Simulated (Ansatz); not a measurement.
Steps of a relaxation of GaH8NSi2, SMILES `[NH2][GaH][SiH2][SiH3]` with RKS PBE0-D4/def2-TZVP.

```sh
$ ansatz run in.yaml --threads 4 --pin off --events-out ev --progress --plain --max-ram 10444MiB
```

```yaml
crystal:
  periodic: [false, false, false]
  atoms:
    - {symbol: N, position_ang: [-0.354419, 2.777150, -0.347003]}
    - {symbol: Ga, position_ang: [0.190851, 1.434174, 0.768666]}
    - {symbol: Si, position_ang: [-0.818060, -0.726385, 0.451417]}
    - {symbol: Si, position_ang: [0.752374, -2.212304, -0.479851]}
    - {symbol: H, position_ang: [-1.082427, 2.675579, -1.057406]}
    - {symbol: H, position_ang: [0.014483, 3.730221, -0.321103]}
    - {symbol: H, position_ang: [1.321941, 1.833138, 1.793302]}
    - {symbol: H, position_ang: [-1.287345, -1.305111, 1.763907]}
    - {symbol: H, position_ang: [-2.014039, -0.653045, -0.467496]}
    - {symbol: H, position_ang: [1.230051, -1.689370, -1.809944]}
    - {symbol: H, position_ang: [1.947374, -2.330623, 0.430473]}
    - {symbol: H, position_ang: [0.176317, -3.588424, -0.690862]}
basis:
  gaussian: {orbitals: def2-TZVP}
hamiltonian: {xc: pbe0, dispersion: d4}
relax: {f_tol: 0.005, max_steps: 150}
```

Positions (Å) and forces (eV/Å) along the path, 11 of 19 steps:

```xyz
12
step=1 energy=-69740.0026 eV
N    -0.354    2.777   -0.347   -0.180    0.353   -0.307
Ga    0.191    1.434    0.769   -0.003    0.239   -0.104
Si   -0.818   -0.726    0.451   -0.179   -0.146    0.016
Si    0.752   -2.212   -0.480    0.113   -0.123   -0.069
H    -1.082    2.676   -1.057    0.509    0.068    0.502
H     0.014    3.730   -0.321   -0.248   -0.656   -0.013
H     1.322    1.833    1.793   -0.121   -0.058   -0.090
H    -1.287   -1.305    1.764    0.096    0.116   -0.258
H    -2.014   -0.653   -0.467    0.245   -0.008    0.187
H     1.230   -1.689   -1.810   -0.102   -0.103    0.277
H     1.947   -2.331    0.430   -0.253    0.027   -0.189
H     0.176   -3.588   -0.691    0.122    0.292    0.046
12
step=4 energy=-69740.0335 eV
N    -0.357    2.766   -0.346   -0.006    0.020   -0.017
Ga    0.191    1.436    0.762   -0.010   -0.002   -0.003
Si   -0.805   -0.723    0.445    0.014    0.012    0.004
Si    0.748   -2.207   -0.480   -0.006    0.000    0.002
H    -1.073    2.660   -1.044    0.015   -0.003    0.008
H     0.008    3.704   -0.323   -0.008   -0.010    0.004
H     1.301    1.825    1.796    0.006    0.000    0.004
H    -1.268   -1.288    1.745   -0.002   -0.009    0.010
H    -1.988   -0.647   -0.460   -0.008    0.000   -0.008
H     1.219   -1.692   -1.794    0.002    0.005   -0.011
H     1.928   -2.326    0.419    0.008    0.000    0.008
H     0.173   -3.563   -0.685   -0.005   -0.013   -0.002
12
step=6 energy=-69740.0336 eV
N    -0.355    2.768   -0.348   -0.004    0.007   -0.008
Ga    0.191    1.438    0.763   -0.003    0.005   -0.004
Si   -0.804   -0.723    0.446    0.004    0.000    0.000
Si    0.747   -2.208   -0.481    0.002    0.001   -0.001
H    -1.066    2.656   -1.050    0.008    0.003    0.006
H     0.002    3.708   -0.321   -0.003   -0.015    0.003
H     1.298    1.825    1.801    0.001    0.002    0.003
H    -1.264   -1.289    1.747   -0.001   -0.001    0.003
H    -1.988   -0.647   -0.458   -0.003   -0.001   -0.001
H     1.216   -1.692   -1.796    0.001   -0.001   -0.004
H     1.928   -2.327    0.417    0.002   -0.001    0.001
H     0.172   -3.565   -0.686   -0.003   -0.001    0.001
12
step=7 energy=-69740.0336 eV
N    -0.354    2.767   -0.348   -0.003   -0.002   -0.002
Ga    0.190    1.439    0.764   -0.001    0.003    0.000
Si   -0.803   -0.723    0.447    0.003    0.000    0.000
Si    0.747   -2.208   -0.481    0.001    0.001    0.000
H    -1.063    2.655   -1.052    0.001    0.003   -0.001
H     0.001    3.708   -0.321    0.002   -0.003    0.002
H     1.295    1.827    1.803   -0.001    0.002    0.002
H    -1.263   -1.289    1.748    0.000   -0.001    0.000
H    -1.988   -0.647   -0.457   -0.001    0.000    0.000
H     1.215   -1.692   -1.797   -0.001   -0.001   -0.001
H     1.929   -2.327    0.416    0.000   -0.001   -0.001
H     0.171   -3.565   -0.686   -0.002    0.001    0.001
12
step=9 energy=-69740.0337 eV
N    -0.349    2.766   -0.353   -0.001   -0.021    0.007
Ga    0.185    1.443    0.770    0.005   -0.002    0.006
Si   -0.799   -0.722    0.450   -0.001   -0.001   -0.001
Si    0.746   -2.208   -0.486    0.001    0.000    0.001
H    -1.050    2.650   -1.064   -0.008    0.004   -0.010
H     0.003    3.708   -0.322    0.007    0.018   -0.001
H     1.277    1.838    1.821   -0.005   -0.001   -0.003
H    -1.254   -1.292    1.752    0.002    0.000   -0.004
H    -1.988   -0.650   -0.449    0.002    0.001    0.003
H     1.209   -1.695   -1.805   -0.003    0.000    0.004
H     1.933   -2.330    0.405   -0.002    0.000   -0.003
H     0.165   -3.563   -0.686    0.002    0.003    0.001
12
step=12 energy=-69740.0337 eV
N    -0.340    2.759   -0.360   -0.003   -0.002   -0.003
Ga    0.178    1.444    0.781    0.001    0.004   -0.001
Si   -0.798   -0.724    0.459   -0.002    0.006   -0.003
Si    0.745   -2.203   -0.492    0.000   -0.005    0.008
H    -1.029    2.640   -1.083    0.009    0.003    0.007
H     0.012    3.702   -0.329   -0.003   -0.004   -0.002
H     1.250    1.851    1.848   -0.002   -0.002   -0.002
H    -1.246   -1.298    1.760    0.002   -0.004   -0.001
H    -1.990   -0.652   -0.436   -0.002    0.002    0.000
H     1.195   -1.690   -1.815   -0.002    0.004    0.000
H     1.939   -2.324    0.388    0.002    0.001   -0.001
H     0.163   -3.559   -0.687    0.001   -0.002   -0.002
12
step=14 energy=-69740.0338 eV
N    -0.339    2.758   -0.361   -0.001   -0.001   -0.001
Ga    0.177    1.444    0.781    0.000    0.003   -0.001
Si   -0.800   -0.724    0.459   -0.001    0.000    0.002
Si    0.744   -2.202   -0.491    0.000    0.000   -0.001
H    -1.027    2.639   -1.085    0.004    0.001    0.004
H     0.014    3.700   -0.330   -0.002   -0.003   -0.002
H     1.249    1.849    1.848   -0.001   -0.001   -0.001
H    -1.246   -1.301    1.761    0.000    0.000    0.000
H    -1.993   -0.652   -0.434    0.000    0.000    0.000
H     1.192   -1.686   -1.814    0.000    0.001   -0.001
H     1.940   -2.321    0.387    0.000    0.001    0.001
H     0.166   -3.559   -0.687    0.000   -0.001    0.000
12
step=16 energy=-69740.0338 eV
N    -0.327    2.749   -0.369    0.002    0.008   -0.001
Ga    0.169    1.442    0.791   -0.004    0.006   -0.011
Si   -0.804   -0.727    0.469   -0.002    0.000    0.002
Si    0.741   -2.194   -0.496    0.000    0.002   -0.001
H    -1.004    2.627   -1.103    0.008   -0.004    0.011
H     0.028    3.691   -0.340   -0.004   -0.010    0.000
H     1.226    1.855    1.871    0.000    0.001    0.001
H    -1.242   -1.310    1.770    0.000    0.000    0.001
H    -2.001   -0.655   -0.419   -0.001   -0.001   -0.001
H     1.174   -1.672   -1.822    0.000    0.000    0.000
H     1.945   -2.306    0.372    0.000    0.000    0.000
H     0.171   -3.555   -0.690    0.000    0.000    0.000
12
step=17 energy=-69740.0338 eV
N    -0.323    2.746   -0.371    0.003    0.008    0.000
Ga    0.168    1.441    0.793   -0.006    0.007   -0.011
Si   -0.806   -0.728    0.472    0.000   -0.001    0.001
Si    0.740   -2.191   -0.497    0.001    0.001   -0.001
H    -0.998    2.624   -1.107    0.005   -0.005    0.008
H     0.032    3.687   -0.343   -0.002   -0.009    0.001
H     1.221    1.855    1.875    0.001    0.001    0.001
H    -1.242   -1.312    1.773    0.000    0.000    0.000
H    -2.004   -0.657   -0.414    0.000    0.000    0.000
H     1.170   -1.667   -1.823    0.000   -0.001    0.001
H     1.946   -2.300    0.369   -0.001    0.000    0.000
H     0.174   -3.553   -0.691    0.000    0.000    0.000
12
step=18 energy=-69740.0338 eV
N    -0.322    2.745   -0.372    0.003    0.006    0.001
Ga    0.167    1.441    0.793   -0.006    0.006   -0.009
Si   -0.807   -0.728    0.473    0.001   -0.001    0.000
Si    0.740   -2.190   -0.498    0.001   -0.001   -0.001
H    -0.996    2.622   -1.109    0.003   -0.006    0.006
H     0.034    3.686   -0.344   -0.001   -0.006    0.001
H     1.219    1.855    1.877    0.001    0.000    0.001
H    -1.242   -1.313    1.774    0.000    0.000    0.000
H    -2.006   -0.658   -0.413    0.000    0.000    0.000
H     1.168   -1.665   -1.824   -0.001    0.000    0.001
H     1.946   -2.298    0.368   -0.001    0.000    0.000
H     0.175   -3.553   -0.691    0.000    0.001    0.000
12
step=19 energy=-69740.0338 eV
N    -0.318    2.743   -0.375    0.002    0.001    0.001
Ga    0.164    1.441    0.796   -0.002    0.002   -0.003
Si   -0.808   -0.729    0.475    0.001   -0.004    0.001
Si    0.739   -2.187   -0.499    0.001    0.002   -0.002
H    -0.988    2.619   -1.114   -0.001   -0.004    0.001
H     0.039    3.684   -0.347    0.001    0.001    0.001
H     1.211    1.857    1.884    0.000    0.000    0.000
H    -1.239   -1.316    1.777   -0.001    0.002    0.000
H    -2.009   -0.660   -0.408    0.000    0.000    0.000
H     1.162   -1.660   -1.826    0.000   -0.002    0.001
H     1.948   -2.293    0.363   -0.001    0.000   -0.001
H     0.177   -3.552   -0.692   -0.001    0.001    0.001
```

It took 82 s on 4 threads of an Arm Neoverse V1 on a shared host, with 0.63 GiB of host memory at the peak.
